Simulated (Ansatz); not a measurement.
C2H9BO2Si, SMILES `COB(C)O[SiH3]`. Charge 0, multiplicity 1. All single points use the PBE0-D4/def2-TZVP geometry. It is one conformer, not always the lowest.

```xyz
15

C    -1.792   -0.626   -1.650
O    -0.489   -0.083   -1.635
B     0.212    0.124   -0.493
C     1.657    0.730   -0.593
O    -0.363   -0.201    0.712
Si    0.166   -0.092    2.264
H    -2.211   -0.708   -0.645
H    -2.430    0.020   -2.257
H    -1.764   -1.617   -2.108
H     1.727    1.670   -0.034
H     2.397    0.055   -0.148
H     1.951    0.925   -1.624
H    -0.916   -0.610    3.133
H     1.395   -0.906    2.457
H     0.461    1.320    2.621
```

**Question.** What is the dipole moment at ωB97M-V/def2-TZVPP? (Estimate.)

**Answer.** Computed: 0.68 D, with components (-0.46, -0.23, 0.45) D in this frame, pointing from negative to positive charge.

**Question.** And with PBE, r2SCAN, B3LYP? (An estimate is asked.)

**Answer.** Ansatz gave: PBE 0.65 D, r2SCAN 0.63 D, B3LYP 0.69 D.

**Question.** Give the Mulliken charges with ωB97M-V, r2SCAN, PBE in def2-TZVPP. (Best estimate.)

**Answer.** Computed: 
| atom | ωB97M-V | r2SCAN | PBE |
| --- | --- | --- | --- |
| C1 | -0.16 | 0.01 | -0.12 |
| O2 | -0.31 | -0.31 | -0.25 |
| B3 | 0.38 | 0.43 | 0.31 |
| C4 | -0.41 | -0.30 | -0.39 |
| O5 | -0.38 | -0.41 | -0.29 |
| Si6 | 0.28 | 0.41 | 0.32 |
| H7 | 0.10 | 0.05 | 0.08 |
| H8 | 0.12 | 0.06 | 0.11 |
| H9 | 0.12 | 0.06 | 0.10 |
| H10 | 0.12 | 0.07 | 0.10 |
| H11 | 0.12 | 0.07 | 0.10 |
| H12 | 0.12 | 0.08 | 0.11 |
| H13 | -0.02 | -0.07 | -0.06 |
| H14 | -0.03 | -0.08 | -0.06 |
| H15 | -0.03 | -0.08 | -0.06 |

B3LYP here is the variant with VWN-RPA as its local correlation; programs differ in this.
